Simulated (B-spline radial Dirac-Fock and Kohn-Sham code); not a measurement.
Z = 66 (dysprosium), transition energy 14 keV. The computed values come from an atomic code on a B-spline grid: a Dirac-Hartree-Slater potential of the neutral atom with a Latter tail (no hole, which puts coefficients of high multipoles low close above an edge), finite nucleus with surface currents. The K shell is not open to conversion at this energy. Subshells that would emit electrons below 1 keV are left out.

Task: A pure transition shows α(L) = 9.52, L1/L2 = 0.757 and L1/L3 = 0.477. What is its multipolarity?
A. E4
B. E1
C. M2
D. M3
E. E3
F. E2
G. M4
H. M1

Result: B. For comparison, α(L), L1/L2, L1/L3 are E2 18900, 0.0193, 0.0138; E3 3.59e+06, 0.0101, 0.00707; E4 1.88e+08, 0.00584, 0.00374; M1 99.4, 10.3, 59.0; M2 32000, 22.0, 1.56; M3 1.10e+07, 31.1, 0.0974; M4 1.29e+09, 30.7, 0.0187.
